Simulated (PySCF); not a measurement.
Stretching SbTe

Set-up: Sb cc-pVTZ-PP with ECP28, Te cc-pVTZ-PP with ECP28; scalar-relativistic core potentials (PySCF 2.14). Energies in eV from Sb + Te in their ground configurations at the same level. State: ²Π (doublet), unpaired electrons π ↑.

All columns are PBE0. A positive dipole means Sb(−)Te(+).

```
R (Å)  E (eV)  μ (D)  Mulliken charge on Sb (basis-dependent)  HOMO (eV)  LUMO (eV)  Mayer bond order  ⟨S²⟩
2.185  -1.084  -0.30                                     0.06      -4.79      -3.15              2.37  0.75
2.287  -1.990  -0.56                                     0.08      -4.97      -3.34              2.35  0.76
2.389  -2.471  -0.83                                     0.10      -5.14      -3.52              2.33  0.76
2.465  -2.632  -1.02                                     0.12      -5.27      -3.66              2.31  0.76
2.541  -2.668  -1.22                                     0.13      -5.38      -3.79              2.29  0.78
2.617  -2.614  -1.37                                     0.14      -5.48      -3.90              2.21  0.84
2.719  -2.461  -1.47                                     0.15      -5.59      -3.96              1.99  1.04
2.846  -2.209  -1.54                                     0.15      -5.70      -3.96              1.70  1.28
2.998  -1.872  -1.66                                     0.15      -5.79      -3.92              1.43  1.48
3.202  -1.425  -1.85                                     0.15      -5.86      -3.84              1.16  1.68
```

⟨S²⟩ of the unrestricted solution departs from its pure value on part of the curve, where spin states mix. Spin–orbit coupling is left out, which matters for elements this heavy, above all for dissociation energies. The state was picked by a PBE0 search and need not be the measured ground state.
